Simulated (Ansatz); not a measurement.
dimethyl telluride (SMILES C[Te]C) moved off its minimum; all values from Ansatz (a quantum-chemistry and plane-wave program), cores frozen in correlated methods. Elements past Kr take the def2 small-core potentials, without spin–orbit coupling.
(charge 0, multiplicity 1)
```xyz
9

C      1.6107    -0.5671     0.9365
Te     0.0184     0.0422    -0.2340
C     -1.6794    -0.6490     0.7813
H      1.4570    -1.5378     1.2610
H      2.5256    -0.1148     0.5680
H      1.5098     0.1502     2.0588
H     -1.5964    -1.4639     1.0849
H     -2.5922    -0.3875     0.2146
H     -1.5282    -0.1211     1.8884
```

Q: Give the forces (eV/Å), the total energy and the dipole at CCSD(T)/def2-TZVPPD.

A: 
| atom | Fx | Fy | Fz |
|---|---|---|---|
| C1 | -0.581 | 4.566 | 4.464 |
| Te2 | -0.279 | 0.869 | -2.523 |
| C3 | -0.653 | 13.964 | -0.406 |
| H4 | 0.780 | -2.075 | 0.229 |
| H5 | 0.228 | -0.940 | -0.381 |
| H6 | 0.208 | -2.135 | -2.947 |
| H7 | 0.939 | -13.712 | 3.592 |
| H8 | 0.571 | -0.083 | 0.668 |
| H9 | -1.214 | -0.454 | -2.696 |
Energy -346.7141 hartree, dipole 1.37 D.
